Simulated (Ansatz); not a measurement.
The cluster PtSe2, relaxed as a singlet with RKS PBE0-D4/def2-TZVP in Ansatz, starting from the GFN2-xTB geometry. Force threshold 0.02 eV/Å.

In the def2 sets Pt takes a core potential; there is no spin–orbit coupling. The restricted singlet is unstable towards broken spin symmetry in Hartree–Fock (as tested in another run); at PBE0-D4/def2-TZVP this wasn't settled. The relaxation made no stability test and no search for a lower SCF solution. No other spin state of charge 0 was run. Another isomer (singlet) lies 0.70 eV lower at PBE-D4/def2-TZVP; other spin states weren't run for this one.

Start:

```xyz
3

Pt    0.720   -0.920    0.694
Se   -1.295   -0.227   -0.287
Se    0.576    1.147   -0.407
```

```json
{"step": "1", "energy (eV)": "-133931.8077", "largest force component (eV/Å)": "0.611", "SCF passes": "18"}
{"step": "2", "energy (eV)": "-133931.8223", "largest force component (eV/Å)": "0.140", "SCF passes": "29"}
{"step": "3", "energy (eV)": "-133931.8232", "largest force component (eV/Å)": "0.002", "SCF passes": "31"}
```

Force components are those of the run's own axes.

End:

Cartesian coordinates in Å:
```
Pt 0.7339 -0.9374 0.7074
Se -1.2981 -0.2152 -0.2939
Se 0.5642 1.1526 -0.4135
```

By distances, no bond broke or formed. The bond that changes most is Pt1–Se2, from 2.35 to 2.38 Å (atoms count from 1).

No frequencies were taken in this run, so the end may be a saddle point.

Hardware: 4 threads of Arm Neoverse V2 on a shared host. Wall time 6.5 s.
